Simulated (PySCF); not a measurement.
Calculated properties of `N[Si@H](C=O)O[SiH3]`

Species: CH₇NO₂Si₂.
Numbering: `[NH2:1][Si@H:2]([CH:3]=[O:4])[O:5][SiH3:6]` (hydrogens: H7, H8 on N1; H9 on Si2; H10 on C3; H11, H12, H13 on Si6)

Structure used (GFN2-xTB), in Å, numbered top down from 1:
```xyz
13
CH7NO2Si2 angstrom
N     -1.6946   -0.8423   -0.2689
Si    -0.6323    0.0909    0.7053
C     -1.0454    1.9093    0.2681
O     -2.1316    2.4087    0.4257
O      0.8987   -0.1938    0.2746
Si     2.1821   -0.7381   -0.5534
H     -2.6630   -0.5710   -0.3264
H     -1.6086   -1.8465   -0.2822
H     -0.6450   -0.1160    2.1538
H     -0.2238    2.5354   -0.1462
H      3.2952   -0.5983    0.3813
H      1.9286   -2.1346   -0.9065
H      2.3352    0.0969   -1.7428
```

Among its groups: Si–H bond, siloxane link and C–Si bond.

GFN2-xTB geometry:

| Quantity | Value |
| --- | --- |
| Point group of the GFN2-xTB geometry | C1 |
| Rotational constants A, B, C of the GFN2-xTB geometry | 4.454, 1.173, 1.016 GHz |

**CAM-B3LYP/def2-SVPD ground state and vertical TDDFT (core frozen in the response) (PySCF)**

| Quantity | Value |
| --- | --- |
| Dipole moment | 2.70 D |
| HOMO energy | -8.30 eV |
| LUMO energy | -0.39 eV |
| HOMO–LUMO gap | 7.91 eV |
| Lowest singlet excitation | 3.14 eV (394 nm, f = 0.001) |
| Strongest line among the 8 lowest singlet transitions | S6 at 7.17 eV (173 nm, f = 0.025) |
| Lowest triplet excitation (Tamm–Dancoff) | 2.46 eV |
| Static isotropic polarisability | 75.3 au |
| Electronic spatial extent ⟨r²⟩ about the centre of nuclear charge | 1149 bohr² |

PBE0/pcSseg-1 ground state and GIAO shieldings, non-relativistic (PySCF):

| Quantity | Value |
| --- | --- |
| Lowest Hirshfeld atomic charge | -0.32 e on N1 |
| Highest Hirshfeld atomic charge | +0.45 e on Si2 |
| 13C chemical shifts (computed TMS as zero) by class | 250.0 (C3) ppm |
| 1H chemical shifts (computed TMS as zero) by class | 12.13 (H10), 5.38 (H11/H12/H13), 4.80 (H9), 0.67 (H7/H8) ppm |
| Isotropic shieldings of nuclei other than C and H, by class | 248 (N1), -593 (O4), 311 (O5), 392 (Si6), 409 (Si2) ppm |
| Mayer bond orders between heavy atoms | N1–Si2 1.06, Si2–C3 0.80, C3–O4 1.95, Si2–O5 0.95, O5–Si6 0.92 |

Monoisotopic mass (most abundant isotopes): 121.0015 u.

S1 lies 4.77 eV below the HOMO–LUMO gap; its leading configuration is HOMO→LUMO, weight 0.92. The largest Löwdin shares of the HOMO are 0.45 on O4, 0.20 on C3, 0.10 on Si2 and 0.09 on H10. The dipole equals about 9.0 × 10⁻³⁰ C·m (1 D = 3.33564 × 10⁻³⁰ C·m). The principal polarisabilities are 67.0, 73.8 and 85.0 au; their mean is the isotropic value. The polarisability is 11.15 Å³ as a volume (1 au = 0.148185 Å³), or 1.18 au for each of the 64 electrons.

Isolated species at its GFN2-xTB geometry (one conformer only). NMR classes are plain means over equivalent atoms (diastereotopic ones count apart unless rotation or inversion swaps them), as if these changed places fast; in this geometry the members of some classes differ.
